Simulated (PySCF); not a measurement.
Si(H)(OH)2(SH) (H4O2SSi), SMILES O[SiH](O)S.

Geometry optimised at TPSSh-D3(BJ)/def2-SVP. The values are those of a single conformer.

Computed with TPSSh-D3(BJ)/def2-SVP (PySCF).

Frequencies are harmonic and unscaled.

Computed harmonic wavenumbers and intensities:
```json
[
 {"mode": "1", "ν (cm⁻¹)": "145", "IR (km/mol)": "5.3", "Raman (Å⁴/amu)": "7.6", "depolarisation": "0.75", "moving atoms (share of kinetic energy)": "H 68 %, O 18 %"},
 {"mode": "2", "ν (cm⁻¹)": "197", "IR (km/mol)": "23.0", "Raman (Å⁴/amu)": "3.0", "depolarisation": "0.75", "moving atoms (share of kinetic energy)": "H 51 %, O 26 %, S 17 %"},
 {"mode": "3", "ν (cm⁻¹)": "226", "IR (km/mol)": "47.5", "Raman (Å⁴/amu)": "1.6", "depolarisation": "0.67", "moving atoms (share of kinetic energy)": "H 63 %, O 22 %, S 11 %"},
 {"mode": "4", "ν (cm⁻¹)": "259", "IR (km/mol)": "75.2", "Raman (Å⁴/amu)": "1.3", "depolarisation": "0.64", "moving atoms (share of kinetic energy)": "H 65 %, O 28 %"},
 {"mode": "5", "ν (cm⁻¹)": "313", "IR (km/mol)": "60.1", "Raman (Å⁴/amu)": "3.7", "depolarisation": "0.69", "moving atoms (share of kinetic energy)": "O 35 %, Si 28 %, H 23 %, S 14 %"},
 {"mode": "6", "ν (cm⁻¹)": "357", "IR (km/mol)": "90.8", "Raman (Å⁴/amu)": "1.4", "depolarisation": "0.44", "moving atoms (share of kinetic energy)": "H 44 %, O 44 %"},
 {"mode": "7", "ν (cm⁻¹)": "498", "IR (km/mol)": "67.5", "Raman (Å⁴/amu)": "11.1", "depolarisation": "0.22", "moving atoms (share of kinetic energy)": "Si 43 %, S 37 %, H 14 %"},
 {"mode": "8", "ν (cm⁻¹)": "696", "IR (km/mol)": "19.9", "Raman (Å⁴/amu)": "9.1", "depolarisation": "0.74", "moving atoms (share of kinetic energy)": "H 89 %"},
 {"mode": "9", "ν (cm⁻¹)": "777", "IR (km/mol)": "149.9", "Raman (Å⁴/amu)": "3.6", "depolarisation": "0.75", "moving atoms (share of kinetic energy)": "H 82 %, O 15 %"},
 {"mode": "10", "ν (cm⁻¹)": "796", "IR (km/mol)": "137.7", "Raman (Å⁴/amu)": "1.0", "depolarisation": "0.27", "moving atoms (share of kinetic energy)": "H 64 %, O 34 %"},
 {"mode": "11", "ν (cm⁻¹)": "823", "IR (km/mol)": "38.1", "Raman (Å⁴/amu)": "12.5", "depolarisation": "0.68", "moving atoms (share of kinetic energy)": "H 78 %, O 19 %"},
 {"mode": "12", "ν (cm⁻¹)": "866", "IR (km/mol)": "316.4", "Raman (Å⁴/amu)": "14.2", "depolarisation": "0.20", "moving atoms (share of kinetic energy)": "H 44 %, O 29 %, Si 27 %"},
 {"mode": "13", "ν (cm⁻¹)": "914", "IR (km/mol)": "79.3", "Raman (Å⁴/amu)": "6.7", "depolarisation": "0.73", "moving atoms (share of kinetic energy)": "H 71 %, O 19 %, Si 10 %"},
 {"mode": "14", "ν (cm⁻¹)": "973", "IR (km/mol)": "174.4", "Raman (Å⁴/amu)": "1.1", "depolarisation": "0.52", "moving atoms (share of kinetic energy)": "Si 47 %, O 34 %, H 19 %"},
 {"mode": "15", "ν (cm⁻¹)": "2310", "IR (km/mol)": "131.3", "Raman (Å⁴/amu)": "135.5", "depolarisation": "0.20", "moving atoms (share of kinetic energy)": "H 97 %"},
 {"mode": "16", "ν (cm⁻¹)": "2686", "IR (km/mol)": "0.2", "Raman (Å⁴/amu)": "137.6", "depolarisation": "0.31", "moving atoms (share of kinetic energy)": "H 97 %"},
 {"mode": "17", "ν (cm⁻¹)": "3827", "IR (km/mol)": "92.5", "Raman (Å⁴/amu)": "90.5", "depolarisation": "0.28", "moving atoms (share of kinetic energy)": "H 94 %"},
 {"mode": "18", "ν (cm⁻¹)": "3838", "IR (km/mol)": "86.5", "Raman (Å⁴/amu)": "81.6", "depolarisation": "0.28", "moving atoms (share of kinetic energy)": "H 94 %"}
]
```
